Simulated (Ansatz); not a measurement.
Reaction (atomization): `CC(C)(C)[O][Sn][O]C(C)(C)C` → 8 C• + 18 H• + 2 O• + Sn•

Program: Ansatz. Geometries: PBE0-D4/def2-TZVP. ΔE: electronic, gas phase. CCSD(T)/CBS adds triple-zeta CCSD(T) − MP2 to the extrapolated MP2 energy (def2 sets, frozen cores). This one scheme is used for every species, atoms too. Functionals use def2-TZVPP. Open shells (•) are unrestricted, without spin–orbit coupling. Spin–orbit coupling would lower the free atoms: a little for C, O; strongly for Sn. Elements past krypton have def2 core potentials. For Sn outer-core shells are correlated without core-valence functions, so the limit isn't a true one: a few kJ/mol of doubt a bond, and 10 to 20 or more in all where bonds break to atoms. Each species was taken in one conformer, which may not be the lowest.

`CC(C)(C)[O][Sn][O]C(C)(C)C`:

```xyz
29

C     2.179   -0.520    1.825
C     0.897   -1.317    1.615
C    -0.077   -1.055    2.758
C     1.219   -2.805    1.538
O     0.300   -0.846    0.425
Sn   -0.334   -1.811   -1.197
O    -0.971   -0.228   -2.166
C    -1.020    1.170   -1.923
C    -1.664    1.794   -3.153
C     0.392    1.711   -1.735
C    -1.866    1.449   -0.686
H     1.951    0.548    1.860
H     2.872   -0.694    0.999
H     2.673   -0.801    2.758
H     0.350   -1.350    3.720
H    -1.002   -1.617    2.604
H    -0.326    0.007    2.799
H     1.696   -3.150    2.459
H     0.310   -3.398    1.395
H     1.904   -3.013    0.710
H    -1.741    2.879   -3.049
H    -1.070    1.571   -4.042
H    -2.667    1.386   -3.301
H     0.855    1.260   -0.855
H     0.379    2.796   -1.605
H     0.999    1.479   -2.614
H    -1.406    0.999    0.195
H    -1.964    2.525   -0.516
H    -2.867    1.032   -0.817
```

```tsv
level	ΔE (kJ/mol)
r2SCAN0	11376.8
SCS-MP2/def2-QZVPP	11547.2
```

(1) What does CCSD(T)/CBS give? (Best estimate.)

Largest T1 diagnostic among the species: 0.015.

Results:

(1) Computed: +11551.1 kJ/mol. The listed levels differ from it by -174.3, -3.9 kJ/mol.

From PBE to PBE0 (25 % exact exchange), in def2-TZVPP and without D4, ΔE moves by −175.9 kJ/mol: exact exchange takes away binding that semilocal exchange gives to molecules. Leaving LDA and LC-ωPBE aside and taking each functional with its dispersion term where it has one, the values, not all of them listed here, spread over 541.0 kJ/mol, from BHLYP-D4 to PBE-D4. LDA lies +1496.7 kJ/mol from PBE without D4, its usual overbinding.

For atomizations the MP2-based limit and the directly extrapolated one differ by several kJ/mol either way, and by 10 to 25 for some Ge, Se and Sn compounds, so smaller differences from it don't rank the levels.
